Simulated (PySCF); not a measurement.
## Static response to an electric field

C5H9BO2.
Structure used (PBE0-D3(BJ)/def2-SVP), in Å, numbered top down from 1:
```xyz
17
C5H9BO2 angstrom
C     -3.031    0.167    1.078
C     -2.329    0.088   -0.052
C     -1.206   -0.878   -0.299
C      0.091   -0.188   -0.597
C      1.236   -0.339    0.085
B      2.539    0.439   -0.279
O      3.651    0.436    0.519
O      2.586    1.167   -1.429
H     -2.824   -0.499    1.922
H     -3.838    0.895    1.201
H     -2.561    0.777   -0.875
H     -1.471   -1.506   -1.172
H     -1.091   -1.556    0.562
H      0.084    0.504   -1.450
H      1.224   -1.028    0.942
H      3.535   -0.086    1.317
H      3.431    1.620   -1.519
```

Level: B3LYP/def2-SVPD (PySCF), static field, nuclei fixed, core orbitals frozen in the response. The polarisability tensor in these axes (au):

```
x   112.84   2.22  -4.12
y     2.22  67.94  -4.68
z    -4.12  -4.68  80.17
```

Question: Give the principal values, the mean and the anisotropy Δα = √{½[(α1 − α2)² + (α2 − α3)² + (α1 − α3)²]}.

Answer: Principal values 66.34, 81.09 and 113.52 au; mean 86.98 au = 12.89 Å³ = 14.34 × 10⁻⁴⁰ C²·m²/J; Δα = 41.81 au (48 % of the mean).

Question: What is the dipole moment, and where does it point?

Answer: (-0.16, -0.69, 0.88) D, 1.13 D in size, pointing from the negative to the positive side. Measured along this direction, the outermost atoms are H17 at the negative end and H9 at the positive end.

Question: Give the eigenvalues of the traceless quadrupole moment Θ = ½Σq(3rr − r²1), origin at the centre of nuclear charge.

Answer: -4.05, -1.70, 5.75 D·Å. The values depend on the origin, since the dipole doesn't vanish. The electronic extent ⟨r²⟩ about the same centre is 1587 bohr², a root-mean-square distance of 2.72 Å for the 60 electrons.

Question: What would n − 1 = 2πNα be for an ideal gas of these molecules at 400 K and 1 atm, electronic part alone?

Answer: N = p/kT = 1.8347 × 10¹⁹ cm⁻³, so n − 1 = 2π × N × 12.89 × 10⁻²⁴ cm³ = 1486 × 10⁻⁶ at long wavelengths, for an ideal gas.

Question: Form Σ f/ω² (atomic units) for the 10 lowest TDDFT singlets, given as eV and f, and set it beside the mean polarisability, which is this sum over all singlets: 5.62, 0.0355; 6.18, 0.3098; 6.37, 0.0105; 6.67, 0.0035; 6.70, 0.2283; 6.89, 0.0001; 7.16, 0.0011; 7.18, 0.0309; 7.31, 0.0072; 7.34, 0.0693.

Answer: They add up to 12.37 au, 14.2 % of the 86.98 au; the largest single term is 6.01 au, from the state at 6.18 eV. Terms in order: 0.83, 6.01, 0.19, 0.06, 3.76, 0.00, 0.02, 0.44, 0.10, 0.95 au. Higher excitations give the rest. The strengths listed sum to 0.696.

Question: Orientational against electronic polarisability at 350 K (dilute gas, rigid molecules)?

Answer: In Gaussian units μ²/3kT = 8.75 Å³ against 12.89 Å³, a ratio of 0.68; the Debye molar polarisation (4π/3)N_A(α + μ²/3kT) is 54.6 cm³/mol, leaving out the vibrational part.

Isolated species at its PBE0-D3(BJ)/def2-SVP geometry (one conformer only).
